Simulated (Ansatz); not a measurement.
Zr(Cl)3(NH2) (Cl3H2NZr), SMILES [NH2][Zr]([Cl])([Cl])[Cl], multiplicity 1.

Geometry optimised at PBE0-D3(BJ)/def2-SVP. The spin state was assumed, not searched. The structure was generated by enumeration; whether it is a known compound was not checked. The def2 effective core potentials stand for the cores of Zr; spin–orbit coupling is left out. One conformer was computed; it need not be the lowest.

Two levels are set side by side: PBE/def2-SVPD (Ansatz, an electronic-structure program) and CAM-B3LYP/def2-SVPD (Ansatz). Energy differences of separate SCF runs at the same geometry; the states with an electron removed or added have multiplicity 2 and 2. Differences are taken from unrounded values.

| quantity | PBE |
|---|---|
| vertical ionisation energy (eV) | 9.98 |
| vertical electron affinity (eV) | 0.42 |
| vertical singlet–triplet gap (eV) | 4.40 |

**Question.** These are the PBE values. What does CAM-B3LYP give? (The exact figures need the calculation; the answer reports its results.)

**Answer.** 
```tsv
quantity	CAM-B3LYP	PBE minus CAM-B3LYP
vertical ionisation energy (eV)	10.58	-0.60
vertical electron affinity (eV)	0.71	-0.29
vertical singlet–triplet gap (eV)	4.60	-0.20
```
